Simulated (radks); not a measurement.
The numbers below are computed, except where a source is named.
Trend from Rb4+ to Xe4+: ionisation energy by Delta-SCF between NIST ground configurations, and size. Level of theory: Dirac Kohn-Sham, LDA (Slater exchange, Perdew-Wang correlation), spin-unpolarised, spherical densities, point nucleus; open shells fill j = l - 1/2 first (a radial shooting solver on a logarithmic mesh with Libxc functionals).

species      configuration  IE (eV)  NIST (eV)       kind   -e(HOMO) (eV)  r at 0.001 e/bohr^3 (bohr)
Rb4+     [Ar] 3d10 4s2 4p3   67.463       68.4     theory  60.279 (4p3/2)                        3.02
Sr4+     [Ar] 3d10 4s2 4p4   71.783         71  semi-emp.  64.273 (4p3/2)                        2.99
Zr4+                  [Kr]   80.427      80.35  semi-emp.  72.289 (4p3/2)                        2.89
Nb4+              [Kr] 4d1   50.616     50.573       exp.  43.726 (4d3/2)                        2.99
Mo4+              [Kr] 4d2   53.818      54.42  semi-emp.  46.633 (4d3/2)                        3.03
Tc4+              [Kr] 4d3   56.934         57     theory  49.463 (4d3/2)                        3.03
Ru4+              [Kr] 4d4   59.987         59     theory  52.234 (4d3/2)                        3.00
Rh4+              [Kr] 4d5   62.448         63     theory  54.464 (4d5/2)                        2.97
Pd4+              [Kr] 4d6   65.374         61     theory  57.118 (4d5/2)                        2.93
Ag4+              [Kr] 4d7   68.263         65     theory  59.738 (4d5/2)                        2.89
Cd4+              [Kr] 4d8   71.123         68     theory  62.331 (4d5/2)                        2.85
In4+              [Kr] 4d9   73.956         69  semi-emp.  64.901 (4d5/2)                        2.81
Sn4+             [Kr] 4d10   76.768      77.03       exp.  67.451 (4d5/2)                        2.77
Sb4+         [Kr] 4d10 5s1   55.858       55.0  semi-emp.  50.298 (5s1/2)                        3.12
Te4+         [Kr] 4d10 5s2   59.648         59       exp.  53.756 (5s1/2)                        3.23
I4+      [Kr] 4d10 5s2 5p1   51.649      51.52       exp.  46.105 (5p1/2)                        3.36
Xe4+     [Kr] 4d10 5s2 5p2   55.048       54.1  semi-emp.  49.240 (5p1/2)                        3.39

Reference values: NIST Atomic Spectra Database (exp. = measured, semi-emp. = semi-empirical, theory = theoretical value adopted there). Spin polarisation and multiplet splitting are left out, so open shells lie too high by an amount that depends on their filling.

Beside tabulated values, note that spin-unpolarised runs miss the spin-polarisation part of the exchange energy of open shells.
